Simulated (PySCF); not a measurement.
Working with the constants of SnO

PBE0 constants of SnO, ¹Σ⁺ (singlet), closed shell (Sn cc-pVTZ-PP with ECP28, O cc-pVTZ; scalar-relativistic core potentials (PySCF 2.14); masses 119.9022 and 15.9949 u):

- ωe: 870.0 cm⁻¹
- ωexe: 3.09 cm⁻¹
- Be: 0.35879 cm⁻¹
- αe: 0.00186 cm⁻¹
- D (centrifugal): 2.44e-07 cm⁻¹
- De to Sn + O: 5.26 eV

(1) Give the band origin of the fundamental and the first lines of its P and R branches.

(2) Near which J would the R branch turn back, without centrifugal distortion?

These are scalar-relativistic numbers at best; spin–orbit coupling would shift them, the dissociation energy most.

Results:

(1) ν0 = ωe − 2ωexe = 863.8 cm⁻¹, B0 = 0.35786, B1 = 0.35600 cm⁻¹.

```csv
J″,P(J″) − ν0,R(J″) − ν0
0,,0.712
1,-0.716,1.420
2,-1.435,2.125
3,-2.158,2.826
4,-2.885,3.523
5,-3.616,4.216
6,-4.350,4.906
```

(2) At J ≈ (B0 + B1)/(2(B0 − B1)) − 1 ≈ 190.
